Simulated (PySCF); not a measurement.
Compound: C3H7NSi.
Bonds: C1–Si2, Si2–C3, Si2–C4, C4–N5 (triple). Hydrogens: H6, H7, H8 on C1; H9 on Si2; H10, H11, H12 on C3.

Method: PySCF 2.14.0, PBE0-D3(BJ)/def2-SVP geometry optimisation, gas phase; density fitting, grid level 1; the optimiser is geomeTRIC in internal coordinates, started from a GFN2-xTB structure with every atom displaced at random (about 0.01 Å).

Step 0: E = -12578.1437 eV
```
atom  x, y, z in Å  |  force x, y, z in eV/Å
C1      1.6986   -0.1824   -0.0857   -1.429   1.637  -0.224
Si2    -0.1418    0.1934   -0.5315    0.686  -0.293   1.519
C3     -1.3577   -0.9518    0.3924    1.506   0.812   0.320
C4     -0.4753    1.9594    0.0210    0.603  -3.213  -1.029
N5     -0.7329    3.0095    0.3705   -0.654   2.995   0.991
H6      1.9514   -1.1616   -0.3955    0.450  -1.488  -0.479
H7      1.8494   -0.0912    0.9859    0.010   0.000   0.508
H8      2.3573    0.5453   -0.5778    0.044  -0.005  -0.096
H9     -0.3622    0.1966   -1.9638   -0.126  -0.056  -0.804
H10    -2.3703   -0.6908    0.1914   -1.239   0.285  -0.337
H11    -1.2049   -0.8829    1.4822    0.071   0.087  -0.071
H12    -1.1802   -1.9774    0.1104    0.076  -0.762  -0.299
```

Step 1: E = -12578.2391 eV
```
atom  x, y, z in Å  |  force x, y, z in eV/Å
C1      1.7034   -0.1083   -0.1185   -0.390  -0.402   0.237
Si2    -0.1363    0.1373   -0.4521    0.725   0.224  -0.508
C3     -1.3602   -0.9710    0.4162   -0.160  -0.011  -0.241
C4     -0.5230    1.8874    0.0575   -0.016   0.569   0.282
N5     -0.6583    2.9827    0.4271   -0.034  -0.425  -0.178
H6      1.9439   -1.1564   -0.3853    0.129   0.223   0.028
H7      1.8855    0.0188    0.9576    0.186  -0.001   0.062
H8      2.3584    0.5790   -0.6822   -0.240  -0.090   0.033
H9     -0.2693    0.1300   -1.9443   -0.306  -0.098   0.101
H10    -2.3512   -0.5956    0.0908    0.092  -0.224   0.226
H11    -1.2894   -0.9067    1.5118   -0.009   0.080  -0.019
H12    -1.2721   -2.0312    0.1210    0.022   0.155  -0.023
```

Step 2: E = -12578.3033 eV
```
atom  x, y, z in Å  |  force x, y, z in eV/Å
C1      1.6873   -0.1339   -0.0948   -0.197  -0.213   0.175
Si2    -0.1237    0.1594   -0.4763    0.164   0.109  -0.152
C3     -1.3385   -0.9559    0.3969   -0.111   0.061  -0.065
C4     -0.5213    1.9109    0.0513    0.126   0.061   0.058
N5     -0.6790    2.9991    0.4229   -0.074  -0.059  -0.044
H6      1.9461   -1.1717   -0.3640    0.052   0.061  -0.025
H7      1.8885   -0.0053    0.9805    0.013   0.028  -0.036
H8      2.3315    0.5512   -0.6607    0.027   0.044  -0.039
H9     -0.3341    0.1292   -1.9554   -0.056  -0.013   0.038
H10    -2.3501   -0.6193    0.1164   -0.010  -0.086   0.082
H11    -1.2430   -0.8899    1.4901    0.018   0.007   0.020
H12    -1.2321   -2.0078    0.0928    0.049   0.000  -0.013
```

**Question.** Estimate the geometry and energy of step 3. (The exact step hangs on the optimiser's Hessian estimate; all steps are aligned on step 2, rigid shifts and turns removed.)

**Answer.** E = -12578.3146 eV, largest force 0.129 eV/Å
```
atom  x, y, z in Å  |  force x, y, z in eV/Å
C1      1.6728   -0.1482   -0.0845    0.010  -0.050   0.015
Si2    -0.1212    0.1735   -0.4907   -0.110   0.009   0.007
C3     -1.3308   -0.9487    0.3897   -0.045   0.064  -0.007
C4     -0.5099    1.9250    0.0448    0.123  -0.039  -0.001
N5     -0.6852    3.0104    0.4138   -0.069   0.032  -0.005
H6      1.9414   -1.1803   -0.3585    0.014  -0.002  -0.020
H7      1.8696   -0.0183    0.9904   -0.018   0.021  -0.005
H8      2.3239    0.5386   -0.6446    0.028   0.011   0.009
H9     -0.3547    0.1408   -1.9638    0.016   0.007  -0.007
H10    -2.3592   -0.6451    0.1416   -0.016  -0.019   0.009
H11    -1.2134   -0.8855    1.4819    0.030  -0.014   0.004
H12    -1.2018   -1.9962    0.0794    0.039  -0.021   0.002
```

The energy changes by -0.0112 eV. The first-order estimate −F·Δx gives -0.0178 eV and the mean of the old and new forces, exact on a quadratic surface, -0.0111 eV. The step makes an angle of 66° with the force vector and moves no atom by more than 0.037 Å.

What follows is the cost of the whole optimisation. On one thread of an Arm Neoverse N1, on a shared host, this took 42 s wall and 0.45 GiB of memory at its peak.
